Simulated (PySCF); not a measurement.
# Te³⁵⁺: ionisation energy

Te³⁵⁺ [Ne] 3s2 3p5 (2P) → Te³⁶⁺ [Ne] 3s2 3p4 (3P), as a difference of total energies. All numbers are calculated (PySCF 2.14, no relativity, point nucleus, in an even-tempered Gaussian basis (16 s from 5.6 bohr⁻², ratio 2.5; 10 p from 7.3 bohr⁻², ratio 2.5; 5 d from 33 bohr⁻², ratio 2.7; 4 f from 50 bohr⁻², ratio 2.7)). Correlated levels: outer shells: 1s2 frozen; virtual orbitals above 40 to 60 times the deepest correlated orbital energy dropped. The calculations carry no spin-orbit coupling.

| method | ionisation energy (eV) |
| --- | --- |
| UHF | 2370.6 |
| MP2 (outer shells) | 2371.5 |
| SCS-MP2 (outer shells) | 2371.4 |
| CCSD (outer shells) | 2371.4 |
| CCSD(T) (outer shells) | 2371.4 |

Spin-orbit coupling is strong in these open shells (close to jj coupling). The scalar numbers leave it out and a first-order estimate fails, so it can dominate the gap to the real levels.

All relativistic terms are absent from these numbers, so their closeness to the reference says little about the methods.

For comparison: 2386 ± 5 eV (theoretical estimate listed by NIST; NIST Atomic Spectra Database, ionization energies).
